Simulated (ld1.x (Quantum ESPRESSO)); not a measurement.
**Ga PAW: all-electron and pseudo phase curves**

* Element: Ga
* Generator: ld1.x (Quantum ESPRESSO) 7.5
* Type: PAW
* Functional: PBE
* Relativity: scalar-relativistic
* Frozen core: [Ar] 3d10
* Valence charge: 3
* Reference configuration: 4s1.75 4p1.25
* Partial waves: 4s (bound): rcut 1.30, rcutus 1.55 bohr; 4s channel at -0.25 Ry: rcut 1.30, rcutus 1.55 bohr; 4p (bound): rcut 2.30, rcutus 3.00 bohr; 4p channel at 0.25 Ry: rcut 2.30, rcutus 3.00 bohr; 4d channel at 0.3 Ry: rcut 1.95, rcutus 2.15 bohr; 4d channel at 1.25 Ry: rcut 1.95, rcutus 2.15 bohr
* Local potential: all-electron potential smoothed inside 2.30 bohr (lloc = -2)
* Core correction: Bessel-smoothed model core, default radius (core density twice the valence density)
* Augmentation charge: PSQ, inside the norm-conserving radii

The phase is arctan(r·u′/u) with u = r·R(r), unwrapped; energies in Ry, scanned from -3 to 5 Ry. A pole is an energy at which the radial function vanishes at the test radius. The pseudo phase is shifted by a multiple of π to meet the all-electron one at the reference energy, and phase errors are pseudo minus all-electron; the curves can meet again beyond the range given. Levels narrower than the energy grid can be missing from the lists of poles.

| channel | radius (bohr) | reference energy (Ry) | poles, all-electron | poles, pseudo | unbroken range about the reference energy with phases within 0.05 rad | phase error 1 Ry above the reference energy (rad) |
| --- | --- | --- | --- | --- | --- | --- |
| s | 3.27 | -0.68 | -0.30, 4.00 | -0.30, 4.00 | the whole range | -0.000 |
| p | 3.27 | -0.20 | 0.53, 4.91 | 0.53, 4.46 | below 2.1 | -0.000 |
| d | 3.27 | 0.30 | -1.43, 1.99 | -0.69, 2.00 | -0.6 to 3.3 | +0.000 |

Note: ghost state, extra bound levels that the all-electron valence spectrum of the same l lacks: d at -9.3 eV. A true bound ghost makes a file unfit for plane-wave use.

Phases in the d channel:

| E (Ry) | all-electron | pseudo |
| --- | --- | --- |
| -3.00 | 1.397 | 1.398 |
| -2.76 | 1.390 | 1.391 |
| -2.52 | 1.381 | 1.383 |
| -2.28 | 1.372 | 1.374 |
| -2.04 | 1.360 | 1.363 |
| -1.80 | 1.345 | 1.351 |
| -1.56 | 1.312 | 1.336 |
| -1.32 | -1.796 | 1.318 |
| -1.08 | -1.833 | 1.295 |
| -0.84 | -1.863 | 1.258 |
| -0.60 | -1.902 | -1.882 |
| -0.36 | -1.955 | -1.952 |
| -0.12 | -2.037 | -2.036 |
| 0.12 | -2.179 | -2.179 |
| 0.36 | -2.476 | -2.475 |
| 0.60 | -3.149 | -3.149 |
| 0.84 | -3.942 | -3.942 |
| 1.08 | -4.326 | -4.326 |
| 1.32 | -4.504 | -4.504 |
| 1.56 | -4.604 | -4.604 |
| 1.80 | -4.671 | -4.670 |
| 2.04 | -4.722 | -4.721 |
| 2.28 | -4.766 | -4.764 |
| 2.52 | -4.809 | -4.804 |
| 2.76 | -4.855 | -4.846 |
| 3.00 | -4.911 | -4.895 |
| 3.24 | -4.991 | -4.957 |
| 3.48 | -5.124 | -5.048 |
| 3.72 | -5.410 | -5.201 |
| 3.96 | -6.157 | -5.519 |
| 4.20 | -7.054 | -6.221 |
| 4.44 | -7.420 | -6.984 |
| 4.68 | -7.576 | -7.345 |
| 4.92 | -7.660 | -7.511 |
